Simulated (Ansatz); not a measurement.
# Cost against result

The pair of Li⁺ (SMILES [Li+], atom 1) and Si₂H₆O (SMILES [SiH3]O[SiH3], atoms 2–10), both closed shells, in one local arrangement (a lower one may exist), relaxed at PBE0-D4/def2-TZVP:

```xyz
10
angstrom
Li -1.4490 -0.3705 -1.7984
Si 1.3503 -0.1723 -0.7309
O -0.3190 -0.0828 -0.3981
Si -1.0472 0.2496 1.1065
H 1.9540 1.1381 -0.4190
H 1.3629 -0.4649 -2.1868
H 1.9207 -1.2771 0.0647
H -2.4931 0.1765 0.7746
H -0.6402 1.6045 1.5277
H -0.6393 -0.8010 2.0597
```

Interaction energies are counterpoise-corrected; the time is that of the whole pair.

Program: Ansatz 0.2.0. Basis: as named in each row. Cores are frozen in the correlated methods. The outer core shell of Li, Na, Mg and K is correlated. B3LYP uses VWN-RPA correlation. Extrapolation: Hartree–Fock as exp(−7.88 √X), correlation as X^−2.97.

Times are rough, for one single point on 4 threads of a shared host (Arm Neoverse V1).

The estimate by CCSD(T) at an estimated basis limit (MP2 extrapolated from triple and quadruple zeta, plus CCSD(T) − MP2 in triple zeta) is -34.86 kcal/mol.

```json
{"method": "HF", "basis": "STO-3G", "time (s)": "under 1", "interaction energy (kcal/mol)": "-58.04", "method less estimate": "-23.18"}
{"method": "PBE-D4", "basis": "STO-3G", "time (s)": "under 1", "interaction energy (kcal/mol)": "-61.34", "method less estimate": "-26.48"}
{"method": "SPW92", "basis": "def2-SVP", "time (s)": "under 1", "interaction energy (kcal/mol)": "-38.34", "method less estimate": "-3.48"}
{"method": "B3LYP-D4", "basis": "6-31G", "time (s)": "under 1", "interaction energy (kcal/mol)": "-49.50", "method less estimate": "-14.63"}
{"method": "PBE-D4", "basis": "def2-SVP", "time (s)": "under 1", "interaction energy (kcal/mol)": "-36.26", "method less estimate": "-1.39"}
{"method": "PBE0-D4", "basis": "def2-SVP", "time (s)": "under 1", "interaction energy (kcal/mol)": "-37.19", "method less estimate": "-2.32"}
{"method": "CCSD(T)", "basis": "def2-SVP", "time (s)": "2", "interaction energy (kcal/mol)": "-34.09", "method less estimate": "0.77"}
{"method": "revPBE-D4", "basis": "def2-TZVPPD", "time (s)": "2", "interaction energy (kcal/mol)": "-33.41", "method less estimate": "1.46"}
{"method": "PBE-D4", "basis": "def2-TZVPPD", "time (s)": "3", "interaction energy (kcal/mol)": "-34.81", "method less estimate": "0.06"}
{"method": "BLYP-D4", "basis": "def2-TZVPPD", "time (s)": "3", "interaction energy (kcal/mol)": "-35.27", "method less estimate": "-0.41"}
{"method": "PBE0-D4", "basis": "def2-TZVPPD", "time (s)": "3", "interaction energy (kcal/mol)": "-35.90", "method less estimate": "-1.03"}
{"method": "HSE06-D4", "basis": "def2-TZVPPD", "time (s)": "3", "interaction energy (kcal/mol)": "-35.85", "method less estimate": "-0.99"}
{"method": "B3LYP-D4", "basis": "def2-TZVPPD", "time (s)": "4", "interaction energy (kcal/mol)": "-36.46", "method less estimate": "-1.60"}
{"method": "wB97M-V", "basis": "def2-SVP", "time (s)": "4", "interaction energy (kcal/mol)": "-36.89", "method less estimate": "-2.03"}
{"method": "r2SCAN-D4", "basis": "def2-TZVPPD", "time (s)": "5", "interaction energy (kcal/mol)": "-33.18", "method less estimate": "1.68"}
{"method": "B2PLYP", "basis": "def2-TZVPPD", "time (s)": "6", "interaction energy (kcal/mol)": "-35.33", "method less estimate": "-0.47"}
{"method": "wB97X-V", "basis": "def2-TZVPPD", "time (s)": "9", "interaction energy (kcal/mol)": "-35.21", "method less estimate": "-0.35"}
{"method": "B97M-V", "basis": "def2-TZVPPD", "time (s)": "10", "interaction energy (kcal/mol)": "-32.77", "method less estimate": "2.10"}
{"method": "wB97M-V", "basis": "def2-TZVPPD", "time (s)": "10", "interaction energy (kcal/mol)": "-35.16", "method less estimate": "-0.30"}
{"method": "MP2", "basis": "def2-QZVPPD", "time (s)": "18", "interaction energy (kcal/mol)": "-34.22", "method less estimate": "0.65"}
{"method": "CCSD(T)", "basis": "def2-TZVPPD", "time (s)": "91", "interaction energy (kcal/mol)": "-33.67", "method less estimate": "1.19"}
```

T1 diagnostic: at most 0.013.
